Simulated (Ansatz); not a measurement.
Total energies of AsH2(SiMe3) (C3H11AsSi) from Ansatz at BHLYP-D4/def2-TZVP, gas phase (1 Eh = 27.2114 eV = 2625.5 kJ/mol). The reference geometry is relaxed at PBE-D4/def2-SVP.

```json
{"state": "charge 0 singlet", "geometry": "reference", "energy (Eh)": "-2646.31938"}
{"state": "charge 1 doublet", "geometry": "reference", "energy (Eh)": "-2645.99129"}
{"state": "free As atom (quartet)", "geometry": "–", "energy (Eh)": "-2235.79989"}
{"state": "free H atom (doublet)", "geometry": "–", "energy (Eh)": "-0.49854"}
{"state": "free Si atom (triplet)", "geometry": "–", "energy (Eh)": "-289.37696"}
{"state": "free C atom (triplet)", "geometry": "–", "energy (Eh)": "-37.84774"}
```

Q: Work out the vertical ionisation energy to the doublet.

A: E(charge 1 doublet) − E(charge 0 singlet) = -2645.99129 − (-2646.31938) = 0.32809 Eh = 8.93 eV. For comparison, −ε of the highest occupied level is 7.89 eV at this level, 1.04 eV less.

Q: What is the binding energy per atom against free atoms?

A: Atoms: 1 × (-2235.79989) + 11 × (-0.49854) + 1 × (-289.37696) + 3 × (-37.84774) = -2644.20401 Eh. Binding: -2644.20401 − (-2646.31938) = 2.11537 Eh = 57.56 eV, or 3.60 eV for each of 16 atoms (no zero-point energy, no counterpoise term).
